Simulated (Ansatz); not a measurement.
Two isomers of CH7NSi2: A = `[SiH3]C1N[SiH2]1`, B = `C1N[SiH2][SiH2]1`.

Calculated with Ansatz (gas phase, PBE0-D4/def2-TZVP geometries, no zero-point term in ΔE). CCSD(T)/CBS adds triple-zeta CCSD(T) − MP2 to the extrapolated MP2 energy (def2 sets, frozen cores). Functionals use def2-TZVPP. B3LYP here is the variant with VWN-RPA as its local correlation; programs differ in this.

Q: Which isomer does CCSD(T)/CBS put lower? Give the gap. (Best estimate.)

A: The calculation gave: B, by 77.0 kJ/mol.

Q: Give E(B) − E(A) in kJ/mol with B3LYP-D4, B3LYP, r2SCAN-D4, BLYP-D4, LDA (SPW92), PBE0-D4, MP2/def2-TZVPP. (An estimate is asked.)

A: Ansatz gave: B3LYP-D4 -78.4, B3LYP -77.5, r2SCAN-D4 -74.1, BLYP-D4 -72.5, LDA (SPW92) -87.6, PBE0-D4 -86.8, MP2/def2-TZVPP -71.7. None reverses the order clearly.

Q: Does the order hold for the free energy at 298.15 K (harmonic terms from PBE0-D4)? (Best estimate.)

A: Computed: Yes: G(B) − G(A) = -67.7 kJ/mol.

Largest T1 diagnostic: 0.013.

From BLYP to BHLYP (50 % exact exchange), in def2-TZVPP and without D4, E(B) − E(A) moves by −12.3 kJ/mol. Leaving LDA and LC-ωPBE aside and taking each functional with its dispersion term where it has one, the values spread over 14.3 kJ/mol, from PBE0-D4 to BLYP-D4. LDA lies −7.4 kJ/mol from PBE without D4.
